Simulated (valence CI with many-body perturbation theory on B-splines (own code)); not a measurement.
## Level structure of Xe41+

Computed by configuration interaction combined with many-body perturbation theory (CI+MBPT): three valence electrons over a frozen Dirac-Fock core [Ne], a basis of 11 s, 11 p, 10 d, 8 f, 5 g, 2 h functions for each j, with the one-electron correlation potential Σ1 (screened to all orders), the two-electron term Σ2, the three-electron term Σ3, Breit, model QED; selected single and double excitations, second order for the rest, scaled by the run's own slope (own B-spline code, finite nucleus).

The last digits are not significant, and no measured levels were compared; by estimate large intervals hold to a few tenths of a per cent, small ones and those within an open d or f shell to about a per cent.

Levels 136 to 156 of 156, with energies above the lowest level, (3s^2 3p1/2) J=1/2. "Leading %" is the weight of the configuration and term that name the level; weights of strongly mixed levels are sums over their largest components and can fall short, so below about 35 % the name and the second component can differ from the true leading terms, or belong to a minority configuration. In the jj column 3d3/2^4 stands for four electrons in 3d with j = 3/2. Lifetimes count E1, E2, E3, M1 and M2 decay at the calculated energies, and are blank where another channel may lead or the interval is too uncertain; long ones can be off by a factor of two.

```
No.  Configuration  Term     J  E (× 10³ cm⁻¹)  Leading %  Lifetime   Second component             Leading jj
136            3d3    2G   7/2          7478.3         58   2.51 ps        39 % 3d3 4F   3d3/2 3d5/2^2 (87 %)
137            3d3    4F   9/2          7488.8         53   2.85 ps        47 % 3d3 2H   3d3/2 3d5/2^2 (86 %)
138            3d3    4P   5/2          7490.2         76   1.89 ps        15 % 3d3 2D   3d3/2^2 3d5/2 (57 %)
139            3d3    2D   3/2          7539.1         43   2.23 ps        41 % 3d3 4P   3d3/2 3d5/2^2 (97 %)
140            3d3    2H  11/2          7543.2        100   3.54 ps                     3d3/2 3d5/2^2 (100 %)
141            3d3    2P   1/2          7558.7         67   2.13 ps        32 % 3d3 4P   3d3/2 3d5/2^2 (97 %)
142            3d3    2D   5/2          7588.6         86   2.22 ps         7 % 3d3 4F   3d3/2 3d5/2^2 (62 %)
143            3d3    2F   5/2          7607.0         67   2.37 ps        16 % 3d3 2D   3d3/2 3d5/2^2 (85 %)
144            3d3    2F   7/2          7621.3         90   2.63 ps         9 % 3d3 2G   3d3/2 3d5/2^2 (92 %)
145            3d3    2G   9/2          7646.8         58   3.98 ps        23 % 3d3 4F         3d5/2^3 (92 %)
146            3d3    2P   3/2          7691.4         54   2.68 ps        32 % 3d3 2D         3d5/2^3 (64 %)
147            3d3    2D   3/2          7796.0         91   2.61 ps         5 % 3d3 2P   3d3/2 3d5/2^2 (63 %)
148            3d3    2D   5/2          7830.2         73   2.84 ps        18 % 3d3 2F         3d5/2^3 (82 %)
149         3s2 4s    2S   1/2           11028         98   76.1 fs                            3s^2 4s (98 %)
150         3s2 4p   2P°   1/2           11402         97    316 fs                         3s^2 4p1/2 (97 %)
151         3s2 4p   2P°   3/2           11655         89    283 fs   6 % 3s 3p 4s 2P°      3s^2 4p3/2 (88 %)
152       3s 3p 4s   4P°   1/2           11739         88   94.0 fs  10 % 3s 3p 4s 2P°     3s 3p1/2 4s (99 %)
153       3s 3p 4s   4P°   3/2           11817         65   92.5 fs  25 % 3s 3p 4s 2P°     3s 3p1/2 4s (86 %)
154       3s 3p 4s   2P°   1/2           11862         93    106 fs   6 % 3s 3p 4s 4P°     3s 3p1/2 4s (97 %)
155       3s 3p 4p    4D   1/2           12086         72    147 fs   21 % 3s 3p 4p 2P  3s 3p1/2 4p1/2 (99 %)
156         3s2 4d    2D   3/2           12091         73   32.8 fs   10 % 3s 3p 4p 4D      3s^2 4d3/2 (73 %)
```
